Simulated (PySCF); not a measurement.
Se(Cl)(SeH), HClSe₂, SMILES Cl[Se][SeH] (PBE0/def2-SVP optimised geometry):

```
4

Se    -0.818    -1.109     0.000
Cl     1.391    -1.109     0.000
Se    -1.391     1.109     0.000
H     -1.375     1.309    -1.465
```

Calculation: PBE0/def2-TZVP (PySCF).

What are the frontier orbital energies and the dipole moment?

HOMO-2 -8.84 eV, HOMO-1 -7.84 eV, HOMO -7.09 eV, LUMO -2.47 eV, LUMO+1 -1.68 eV; dipole moment 1.85 D.

On the same geometry PBE/def2-TZVP run with PySCF gives HOMO-2 -7.54 eV, HOMO-1 -6.71 eV, HOMO -5.85 eV, LUMO -3.30 eV, LUMO+1 -2.53 eV; dipole moment 1.82 D.

Meta-Löwdin charges at PBE0/def2-TZVP: Se1 0.17, Cl2 -0.24, Se3 -0.01, H4 0.07.
